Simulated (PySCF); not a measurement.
Cartesian coordinates in Å; atom numbers follow the order of the lines, from 1:
```xyz
17

C    -0.1791   -1.2403   -1.4086
Si   -0.0009    0.0002   -0.0013
C    -0.0546    1.7505   -0.6970
C    -1.4132   -0.2307    1.2248
C     1.6436   -0.2751    0.8761
H    -1.1338   -1.1011   -1.9408
H    -0.1519   -2.2754   -1.0323
H     0.6345   -1.1280   -2.1430
H     0.0425    2.4999    0.1049
H    -1.0051    1.9405   -1.2209
H     0.7642    1.9185   -1.4149
H    -2.3903   -0.0734    0.7404
H    -1.4085   -1.2469    1.6505
H    -1.3331    0.4839    2.0597
H     1.7060   -1.2923    1.2947
H     2.4898   -0.1445    0.1826
H     1.7758    0.4384    1.7053
```

Geometry: PBE0-D3(BJ)/def2-SVP; GIAO absolute shieldings from PySCF 2.14.0 with density-fitted response routines, gas phase, non-relativistic, averaged over equivalent atoms.

At PBE0/def2-SVP (134 basis functions, of the order of 8 core-seconds):
| atoms | σ (ppm) |
| --- | --- |
| C1/C3/C4/C5 | 193.7 |
| Si2 | 407.2 |
| H6/H7/H8/H9/H10/H11/H12/H13/H14/H15/H16/H17 | 31.34 |

Q: Predict the values at PBE0/cc-pVTZ on the same geometry.

A: 
```
                                      atoms  σ at PBE0/cc-pVTZ  change
                                C1/C3/C4/C5              187.3    -6.4
                                        Si2              360.0   -47.2
H6/H7/H8/H9/H10/H11/H12/H13/H14/H15/H16/H17              31.29   -0.05
```

The largest change is at Si2 (silicon bonded to 4 C). Cost: 322 basis functions, roughly 40 core-seconds.
